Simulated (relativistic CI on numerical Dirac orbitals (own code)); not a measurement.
# Radial parameters of Ne III

Calculated at this level of theory: Dirac-Coulomb-Breit CI, separate exchange-only KLI orbitals for each configuration, model QED, valence Slater integrals scaled by 0.85, P86 correlation energy added to each configuration (own radial code, finite nucleus).

Slater integrals F^k, G^k are unscaled and averaged over j, outside the closed core 1s2; ζ comes from projecting the Hamiltonian with its Breit term on Σ l·s of the shell.

- 2s2.2p4: F^2(2p,2p) = 114390, ζ(2p) = 588.81 cm⁻¹; <r>(2p) = 0.8073, <r^2>(2p) = 0.8197 (bohr units).
- 2s.2p5: G^1(2s,2p) = 147110, ζ(2p) = 577.58 cm⁻¹; <r>(2s) = 0.8301, <r^2>(2s) = 0.8227, <r>(2p) = 0.8135, <r^2>(2p) = 0.8335 (bohr units).
- 2s2.2p3.3s: F^2(2p,2p) = 122730, ζ(2p) = 671.44, G^1(2p,3s) = 7785.3 cm⁻¹; <r>(2p) = 0.7587, <r^2>(2p) = 0.7183, <r>(3s) = 2.581, <r^2>(3s) = 7.581 (bohr units).

In this model ζ of a weakly bound d, f or g electron outside closed shells comes out too small, for d by up to a factor of two or three and at times with the wrong sign; that of an outer p electron is too small as well.

For a near-neutral ion this model can misplace configurations by up to about 10,000 cm⁻¹ (more where the count of f electrons changes) and terms by 10 to 25 % of their spread. Rates follow the energies as ν³ (E1, M1) or ν⁵ (E2), so they and the lifetimes can be off by large factors. The fine structure of a lone outer electron comes out too small, for d and f at times inverted, and misplaced configurations move strength between like terms. 28 of the 29 excited levels that our extract of the measured tables holds in this range could be paired (the sources list more); they are missed by 5999 cm⁻¹ on average and 41525 at most, and levels without a partner can miss by more.

Averages of the first 10 configurations, taken without configuration mixing, which lowers the lowest level and can move excited configurations by several eV; other configurations of the list can lie among them:

```csv
Configuration,Parity,States,Average energy above the lowest level (eV)
2s2.2p4,even,15,1.6
2s.2p5,odd,12,29.7
2p6,even,1,62.9
2s2.2p3.3s,odd,40,43.8
2s2.2p3.3p,even,120,48.6
2s2.2p3.3d,odd,200,53.9
2s2.2p3.4s,odd,40,56.6
2s2.2p3.4p,even,120,58.3
2s2.2p3.4d,odd,200,60.2
2s2.2p3.4f,even,280,60.7
```
